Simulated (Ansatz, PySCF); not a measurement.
Gas-phase reaction in SMILES: [PbH4] (PbH4) -> [PbH3] (PbH3) + H atom (the H-Pb bond at the site shown breaks; other sites are not compared here)
Geometries: B3LYP-D3(BJ)/def2-TZVP minima from Ansatz (a quantum-chemistry and plane-wave program).
Geometry of the first species:
```xyz
5

Pb     0.0000     0.0000     0.0000
H      1.0223     1.0297     0.9962
H      1.0100    -1.0286    -1.0098
H     -1.0236     1.0025    -1.0223
H     -1.0087    -1.0036     1.0359
```
Charge 0, spin multiplicity 1.

Property: bond dissociation energy (enthalpy at 298 K, with B3LYP-D3(BJ) rigid-rotor harmonic-oscillator terms from PySCF), in kcal/mol. Cores are frozen in the correlated levels unless marked. UHF or UKS for open shells. Spin-orbit coupling is left out. Frozen are the shells of the preceding noble gas and the d and f shells that filled before the atom's block. Past Kr the def2 sets carry scalar-relativistic core potentials. Basis-set limits of correlation are two-point, X^-3; Hartree-Fock from the larger set.

| level | program | bond dissociation energy (kcal/mol) |
|---|---|---|
| HF/def2-TZVPPD | Ansatz | 47.6 |
| revPBE-D3(BJ)/def2-TZVPD | Ansatz + dftd3 | 62.0 |
| r2SCAN-D4/def2-TZVPD | Ansatz + dftd4 | 63.9 |
| BHLYP-D4/def2-TZVPD | Ansatz + dftd4 | 65.5 |

Problem. Predict the CCSD(T)/CBS(def2-TZVPPD,def2-QZVPPD) result (Ansatz).

Solution. 66.3 kcal/mol
